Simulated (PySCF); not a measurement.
**CaN⁺: frontier orbitals**

MN15 at R = 2.154 Å; PySCF, spin-free X2C with a Gaussian nucleus, basis sets Ca x2c-SVPall, N x2c-SVPall. State: ³Σ⁻ (triplet), unpaired electrons π ↑↑. Only the outer orbitals are listed, counted within each symmetry.

```
spin  orbital  occ.  ε (eV)  on Ca (%)   main shells (%)
   α       5σ     1  -56.71        100          100 Ca s
   α       2π     1  -37.59        100          100 Ca p
   α       2π     1  -37.59        100          100 Ca p
   α       6σ     1  -37.40         99           98 Ca p
   α       7σ     1  -24.65          6            93 N s
   α       3π     1  -13.12         11    89 N p, 8 Ca d
   α       3π     1  -13.12         11    89 N p, 8 Ca d
   α       8σ     1  -12.52         12    84 N p, 8 Ca d
   α       9σ     0   -6.02        100  87 Ca s, 10 Ca d
   α       1δ     0   -4.71        100          100 Ca d
   α       1δ     0   -4.71        100          100 Ca d
   β       5σ     1  -56.69        100          100 Ca s
   β       2π     1  -37.55        100          100 Ca p
   β       2π     1  -37.55        100          100 Ca p
   β       6σ     1  -37.35         99           99 Ca p
   β       7σ     1  -21.57          8            91 N s
   β       8σ     1  -10.98         18   77 N p, 12 Ca d
   β       3π     0   -6.23         50   50 N p, 45 Ca d
   β       3π     0   -6.23         50   50 N p, 45 Ca d
   β       9σ     0   -5.97         98  80 Ca s, 13 Ca p
```

Q: Which are the highest filled and the lowest empty level, where do they sit, and how wide is the gap?

A: Highest filled β 8σ at -10.98 eV (in %: 77 N p, 12 Ca d); lowest empty β 3π at -6.23 eV (in %: 50 N p, 45 Ca d); the gap at MN15 is 4.75 eV.

| Quantity | Value |
| --- | --- |
| bond order (Mayer) | 1.07 |
| ⟨S²⟩ | 2.011 |
| charge on Ca (Mulliken, basis-dependent) | 1.36 |
| charge on Ca (Löwdin, basis-dependent) | 1.19 |
| dipole moment (positive dipole points towards N; it is taken about the centre of mass and depends on that origin) | -8.22 D |

The state was picked by a PBE0 search and need not be the measured ground state.
